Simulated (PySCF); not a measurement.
# C6H8O2: core ionisation energies

1,4-cyclohexanedione, C₆H₈O₂.
Numbering: `[O:1]=[C:2]1[CH2:3][CH2:4][C:5](=[O:6])[CH2:7][CH2:8]1`

Method used: PySCF 2.14.0, delta-SCF UKS SCAN, pcX-2 on the ionised atom, pcseg-1 elsewhere, spin-free X2C. Binding energies are ΔSCF values: E(core-ionised, relaxed orbitals) − E(ground state) at a fixed geometry, referred to the vacuum level.

Task: What binding energy does each computed site have?

Result: 
| atom(s) | environment | level | binding energy (eV) | above the level's lowest (eV) | count |
| --- | --- | --- | --- | --- | --- |
| O1/O6 | ketone oxygen | O 1s | 537.85 | 0.00 | 2 |
| C2/C5 | ketone carbonyl carbon | C 1s | 293.51 | +2.15 | 2 |
| C3/C4/C7/C8 | sp3 carbon next to a carbonyl | C 1s | 291.36 | 0.00 | 4 |

The listed C 1s values span 2.15 eV, from C3/C4/C7/C8 (bonded to 2 C and 2 H) to C2/C5 (bonded to O (double bond) and 2 C). Summing the Pauling electronegativity differences to the bonded atoms, each weighted by its formal bond order, gives -0.70 for the lowest site and +1.78 for the highest.

Task: Express the binding energy of O 1s of O1/O6 in atomic units and per mole.

Result: 537.85 eV = 19.7656 Eh = 51895 kJ/mol.

Task: Which photon energy gives electrons from O 1s of O1/O6 a kinetic energy of 50 eV, and what is their de Broglie wavelength?

Result: hν = 537.85 + 50 = 587.85 eV, recoil neglected; λ = 12.264 Å/√(E/eV) = 1.73 Å.

The first atom of each set that the bonding makes equivalent was ionised and stands for the set. The unrestricted hole states depart most from a pure doublet (⟨S²⟩ = 0.75; over 0.85 named) for C 1s of C2/C5 (0.98), which makes this value less certain. One conformer (not necessarily the lowest) at the PBE0-D3(BJ)/def2-SVP geometry, without solvent, vibrations or thermal averaging.
